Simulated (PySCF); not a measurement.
Isomers C$_{4}$H$_{6}$N$_{2}$O$_{2}$Si:

A. `O=C[C@@](C#N)([SiH3])C(N)=O`
B. `C(=C)c1nc(O[SiH3])no1`
C. `c1ncc(OC=O)n1[SiH3]`

Spectrum 1. ¹H NMR (500 MHz, computed): δ 7.18 (m, 1H), 6.80 (m, 1H), 6.28 (m, 1H), 5.14 (s, 3H). ¹³C{¹H} NMR (computed): δ 183.1 (C), 177.6 (C), 136.6 (CH2), 128.2 (CH).

Spectrum 2. ¹H NMR (500 MHz, computed): δ 9.77 (s, 1H), 5.47 (br, 1H), 5.38 (br, 1H), 4.42 (s, 3H). ¹³C{¹H} NMR (computed): δ 198.2 (CH), 172.6 (C), 117.4 (C), 53.1 (C).

Spectrum 3. ¹H NMR (500 MHz, computed): δ 8.07 (s, 1H), 7.25 (m, 1H), 7.18 (m, 1H), 5.20 (s, 3H). ¹³C{¹H} NMR (computed): δ 163.0 (CH), 148.6 (C), 141.5 (CH), 126.3 (CH).

Computed data (PySCF): geometry from GFN2-xTB, PBE0/pcSseg-1 with gauge-including orbitals. One computed conformer, averaged over atoms made equivalent by symmetry, fast rotation or ring inversion, non-relativistic Hamiltonian, gas phase.

Referencing at the same level of theory: ¹H (σ = 31.72 ppm) and ¹³C (σ = 186.93 ppm) vs TMS. Where no couplings were computed, multiplicities follow the n + 1 count of equivalent neighbours, and m marks all less simple cases (inequivalent or close neighbours, rings, F or P nearby). Acid and N–H amide carbonyl carbons lie up to 10 ppm further downfield in solution (hydrogen bonding). Shifts are as computed. Against solution values, carbons near 30 ppm lie about +3 ppm off and those near 130 ppm about +5 ppm. Of 1309 compounds with measured shifts, 239 miss one by over three times the rms of a fit or turn the order of signals round; such compounds aren't used in these exercises. Groups on amide-type nitrogens are kept apart (slow C–N rotation). OH and NH positions are gas-phase values without hydrogen bonding to other molecules.

Which spectrum belongs to which compound?

## Answers

1–B, 2–A, 3–C.

- Spectrum 1 (B): 4 ¹³C signals; δC 177.6 is an aromatic carbon bearing oxygen; δC 136.6 is a terminal =CH2 carbon.
- Spectrum 2 (A): 4 ¹³C signals; δC 198.2 is an aldehyde carbonyl carbon; δC 172.6 is an amide carbonyl carbon.
- Spectrum 3 (C): 4 ¹³C signals; δC 163.0 is an ester carbonyl carbon; δC 148.6 is an aromatic carbon bearing oxygen.
